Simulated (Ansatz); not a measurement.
Basis sets compared for (HBe-mu-OH)2 (Be₂O₂H₄). The state is a singlet with charge 0. Geometry r2SCAN-D4/def2-TZVP. Ansatz on 4 threads of Arm Neoverse V2 on a shared host; times are rough, and most runs start from earlier orbitals.

```xyz
8

Be   -0.018    0.426   -1.038
H    -0.052    0.936   -2.286
O     0.297   -0.990   -0.412
Be    0.021   -0.425    1.038
H     0.034   -0.940    2.284
O    -0.280    0.994    0.413
H     0.533   -1.843   -0.765
H    -0.535    1.842    0.765
```

Binding counts from free atoms (Be singlet, H doublet, O triplet) in the same basis, without a counterpoise term.

```csv
level,functions,energy (Eh),HOMO (eV),LUMO (eV),binding per atom (eV),wall time
HF/STO-3G,24,-179.1405,-9.79,8.23,3.27,0.1 s
HF/6-31G,44,-181.4615,-11.17,4.28,2.63,0.1 s
PBE-D4/def2-SVP,66,-182.1251,-6.51,-0.18,3.67,0.35 s
PBE-D4/def2-TZVP (with forces),124,-182.3478,-6.57,-0.71,3.65,0.7 s
r2SCAN-D4/def2-TZVP,124,-182.4877,-6.87,0.09,3.66,1.1 s
PBE0-D4/def2-SVP,66,-182.1441,-7.88,0.66,3.59,0.35 s
PBE0-D4/def2-TZVP,124,-182.3656,-7.91,0.01,3.58,0.8 s
```

Estimate the rows for PBE-D4/def2-TZVPD, r2SCAN-D4/def2-TZVPD, PBE0-D4/def2-TZVPD.


```tsv
level	functions	energy (Eh)	HOMO (eV)	LUMO (eV)	binding per atom (eV)	wall time
PBE-D4/def2-TZVPD	160	-182.3527	-6.59	-0.90	3.66	0.85 s
r2SCAN-D4/def2-TZVPD	160	-182.4914	-6.89	-0.18	3.66	1.8 s
PBE0-D4/def2-TZVPD	160	-182.3699	-7.93	-0.24	3.59	0.95 s
```
